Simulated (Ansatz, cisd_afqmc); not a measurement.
System: Ga, charge 0, doublet.

Total energies in def2-QZVPP, 3 correlated electrons, 14 frozen orbitals. UHF or UKS for unpaired electrons; spin-orbit terms are left out. Cores are frozen in correlated methods (noble-gas shells, and filled d and f shells in the p block). No relativity. The Monte Carlo rows (phaseless AFQMC, CISD trial, step 0.005/hartree) carry one-sigma bars that omit the constraint's bias. Outlying blocks are dropped, and bars are widened where a walk drifts. Over all cases where full CI ran beside it in this data, AFQMC minus full CI had a median of +0.1 mEh and passed +0.4 mEh in a tenth of the cases.

| method | program | energy (Eh) | minus CCSDT (mEh) |
|---|---|---|---|
| HF | Ansatz | -1923.26359 | 49.45 |
| MP2 | Ansatz | -1923.29959 | 13.46 |
| CCSD | Ansatz | -1923.31177 | 1.28 |
| CCSD(T) | Ansatz | -1923.31275 | 0.30 |
| CCSDT | Ansatz | -1923.31305 | 0.00 |
| AFQMC/CISD | cisd_afqmc | -1923.3129 ± 0.0001 | 0.1 ± 0.1 |

Ansatz is a program for electronic structure.
